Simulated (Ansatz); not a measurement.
Mulliken charges of AlBrHO, SMILES `[OH][Al][Br]` radical from r2SCAN/def2-TZVPP in Ansatz (PBE0-D4/def2-TZVP geometry).

```json
{"atom": "O1", "x (Å)": "-0.418", "y (Å)": "0.558", "z (Å)": "-0.729", "charge (e)": "-0.392"}
{"atom": "Al2", "x (Å)": "-0.101", "y (Å)": "-0.215", "z (Å)": "0.745", "charge (e)": "0.434"}
{"atom": "Br3", "x (Å)": "1.741", "y (Å)": "-1.540", "z (Å)": "0.836", "charge (e)": "-0.238"}
{"atom": "H4", "x (Å)": "-1.167", "y (Å)": "1.136", "z (Å)": "-0.872", "charge (e)": "0.196"}
```

Task: By hand: the dipole of these point charges (1 e Å = 4.8032 D).

Result: Σ q r = (-0.523, 0.277, 0.239) e Å, of length 0.638 e Å = 3.06 D.

Task: How does the dipole of the full density compare? (Estimate.)

Result: Ansatz gave: (-0.458, 0.286, 0.094) e Å, 2.63 D; the point charges give 1.16 times that, at 13° from its direction.

Point charges leave out the atoms' own dipoles, such as those of lone pairs, and Mulliken's split depends on the basis, so the two needn't agree.
